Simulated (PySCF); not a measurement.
Calculation: B3LYP-D3(BJ)/def2-TZVP (PySCF 2.14.0). All species are isolated molecules in the gas phase. One relaxed conformer stands for a flexible species; it need not be the lowest. B3LYP has the VWN-RPA correlation part, as in Gaussian. 

Reference species (SMILES): `C#C[N+]C` (lower triplet) (charge +1, multiplicity 3).

The highest occupied spin orbital is -13.81 eV.

Changed species: `C=C[N+]C` (triplet; the order of the spin states depends on the level; C–C–N–C torsion 180°) (X = vinyl, multiplicity 3; the reference has X = ethynyl, multiplicity 3).

Q: What does the change do to the highest occupied spin orbital?

A: the highest occupied spin orbital increases by 0.91 eV, to -12.90 eV.
